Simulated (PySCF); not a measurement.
The vertical singlet excitations below were computed for one of the candidates. The calculation used TDDFT CAM-B3LYP/def2-SVPD, vertical, gas phase, core orbitals frozen in the response in PySCF. Geometries: PBE0-D3(BJ)/def2-SVP, one conformer each.

```tsv
state	λ (nm)	f
S1	211.4	0.0007
S2	179.7	0.0015
S3	171.3	0.407
S4	168.1	0.0086
S5	161.0	0.033
S6	158.5	0.0091
S7	154.0	0.0001
S8	151.8	0.053
S9	149.8	0.018
S10	149.0	0.012
```

Triplets computed (Tamm–Dancoff): 4.21, 5.35, 6.24, 6.30 eV.

Task: Which structure fits?
A. `C=C[SiH2]OC(C)=O`
B. `C=C(C)/C=C\C(=C)C`
C. `C=CO[SiH2]C(C)=O`

Result: A. Its S1, at 5.86 eV, is the highest among the candidates; the nearest of the others has S1 at 5.11 eV. S1 is HOMO-1→LUMO+2 (94%). Löwdin shares by element: HOMO carbon 73% or more, silicon 9%, hydrogen 4% or more; LUMO carbon 69% or more, silicon 10%, hydrogen 6% or more (atoms not listed hold the other 16%). At the same level the other candidates give, for their lowest levels:
- `C=CO[SiH2]C(C)=O`: 344 nm (f 0.001); 210 nm (f 0.064); 195 nm (f 0.013); 191 nm (f 0.010); 183 nm (f 0.012); T1 2.95 eV; HOMO -8.44, LUMO -0.24 eV
- `C=C(C)/C=C\C(=C)C`: 242 nm (f 0.487); 214 nm (f 0.004); 194 nm (f 0.003); 193 nm (f 0.007); 185 nm (f 0.001); HOMO -7.76, LUMO 0.03 eV

The values belong to the conformer `[CH2:1]=[CH:2][SiH2:3][O:4][C:5]([CH3:6])=[O:7]`: C1–C2–Si3–O4 -1°, C2–Si3–O4–C5 179°, Si3–O4–C5–C6 180°.
